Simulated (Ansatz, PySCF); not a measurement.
Two conformers of C2H5FSe (SMILES CC[Se]F), B3LYP-D3(BJ)/def2-TZVP minima.
Conformer 1 (charge 0, multiplicity 1):
```
atom    x (Å)    y (Å)    z (Å)
----  -------  -------  -------
C     -0.8652  -0.4762   0.1701
C      0.0801   0.7127   0.1659
Se     1.8204   0.3437   0.9713
F      2.3147  -0.8865  -0.2194
H     -1.8095  -0.2074  -0.3103
H     -0.4348  -1.3133  -0.3792
H     -1.0765  -0.8083   1.1866
H      0.2672   1.0914  -0.8383
H     -0.2965   1.5440   0.7698
```
Conformer 2 (charge 0, multiplicity 1, Z-matrix in Å and degrees):
```
C
H 1 1.0883
H 1 1.0883 2 109.55
C 1 1.5240 2 111.78 3 -124.48
H 4 1.0912 1 109.67 2 61.64
H 4 1.0913 5 107.68 1 121.66
H 4 1.0914 5 107.68 6 116.69
Se 1 1.9577 2 107.46 3 116.46
F 8 1.7800 1 96.34 2 -58.89
```

No zero-point or thermal terms.

The values were computed with Ansatz (an electronic-structure program) with Gaussian orbitals; PySCF for the dispersion terms. 

Q: What is the computed electronic energy of conformer 2 less that of conformer 1 (B3LYP-D3(BJ)/def2-TZVPP)?

A: 0.9 kcal/mol
